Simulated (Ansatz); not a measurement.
A structure relaxed at PBE0-D4/def2-TZVP, charge 0, multiplicity 1:

```csv
atom,x (Å),y (Å),z (Å)
O1,1.0803,-1.7558,0.4864
Si2,-0.1137,-0.7922,-0.1312
Si3,0.9246,1.1640,-0.8730
P4,-1.7061,-0.4241,1.4301
H5,0.8163,-2.5936,0.8714
H6,-0.8361,-1.4696,-1.2501
H7,1.9678,0.8975,-1.8999
H8,1.5452,1.8694,0.2804
H9,-0.1167,2.0474,-1.4658
H10,-1.0675,0.7028,2.0123
H11,-2.4940,0.3540,0.5394
```

Problem. Give its formula and SMILES.

Solution. H7OPSi2, `O[SiH]([SiH3])P`.

Problem. Summarise the bond lengths by kind.

Solution. 1 × O–Si 1.654 Å; 1 × H–O 0.959 Å; 1 × Si–Si 2.336 Å; 1 × P–Si 2.260 Å; 4 × H–Si 1.488 to 1.494 Å; 2 × H–P 1.420 to 1.421 Å.

All numbers were calculated with Ansatz.
